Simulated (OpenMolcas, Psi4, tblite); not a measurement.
**C2H7BO (SMILES CBOC): methods side by side**

C2H7BO: 11 atoms, total charge 0, spin state singlet. SMILES: `CBOC`. The shape is that of a PBE0-D4/def2-TZVP optimisation. This is one conformer, not always the lowest.

```xyz
11

C    -1.3062    1.3417   -0.3647
B    -0.4347    0.2067    0.2571
O     0.6266   -0.2671   -0.4252
C     1.4544   -1.2897    0.0839
H    -0.9660    1.6570   -1.3526
H    -2.3514    1.0213   -0.4376
H    -1.3157    2.2146    0.2979
H    -0.6787   -0.2682    1.3408
H     1.4464   -2.1330   -0.6101
H     1.1138   -1.6261    1.0674
H     2.4768   -0.9142    0.1637
```

Each level gives the vertical energy of the triplet above the singlet (eV). The values are calculated.

```csv
level,kind,program,value (eV)
IPEA1-xTB,semi-empirical,tblite,6.87
HF/cc-pVDZ,Hartree–Fock,OpenMolcas,7.00
SVWN5/cc-pVDZ,LDA,OpenMolcas,5.95
revPBE/cc-pVDZ,GGA,OpenMolcas,5.94
r2SCAN/cc-pVDZ,meta-GGA,OpenMolcas,6.03
M06-2X/cc-pVDZ,hybrid meta-GGA,Psi4,6.62
CAM-B3LYP/cc-pVDZ,range-separated hybrid,Psi4,6.48
```

The values span 5.94 to 7.00 eV. A triplet this far above the singlet is often a Rydberg-like or dissociative state; sets without diffuse functions put Rydberg states too high.
